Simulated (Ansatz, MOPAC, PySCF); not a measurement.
Dissociation curve of ClMg (cation, charge +1), lowest triplet found (which spin is the ground state isn't settled by this scan). Each curve is given relative to its own lowest point between 2.21 and 3.27 Å, where full CI is lowest.

| R / Å | A | B | C |
|---|---|---|---|
| 1.76 | 100.4 | 71.7 | 101.1 |
| 1.89 | 58.8 | 40.0 | 59.7 |
| 2.02 | 33.5 | 20.6 | 34.2 |
| 2.12 | 21.0 | 11.4 | 21.5 |
| 2.21 | 13.4 | 6.1 | 13.7 |
| 2.31 | 7.7 | 2.5 | 7.9 |
| 2.38 | 5.0 | 1.1 | 5.1 |
| 2.45 | 3.0 | 0.3 | 3.1 |
| 2.51 | 1.8 | 0.0 | 1.8 |
| 2.63 | 0.4 | 0.2 | 0.4 |
| 2.74 | 0.0 | 0.9 | 0.0 |
| 2.88 | 0.1 | 2.3 | 0.2 |
| 3.04 | 0.9 | 4.0 | 1.0 |
| 3.27 | 2.3 | 6.2 | 2.7 |
| 3.57 | 4.2 | 8.4 | 4.9 |
| 3.91 | 5.9 | 10.0 | 7.1 |
| 4.30 | 7.2 | 10.8 | 8.8 |
| 4.78 | 8.2 | 11.3 | 10.1 |
| 5.31 | 8.8 | 11.5 | 10.9 |
| 6.08 | 9.3 | 11.6 | 11.5 |
| 7.04 | 9.6 | — | 11.6 |
| 8.34 | 9.7 | — | 11.2 |

Energies in kcal/mol.

Assign the columns to these levels of theory: PM7, unrestricted, heats of formation (MOPAC); unrestricted B3LYP/6-31G*, spherical d (PySCF); unrestricted PBE/cc-pVDZ (Ansatz, a first-principles code).

A is UKS-B3LYP/6-31G*; B is PM7; C is UKS-PBE.

Dashes: no converged value, or the column stops at the first point that the program doubted or that broke a chosen test of continuity, which isn't proof of a fault.
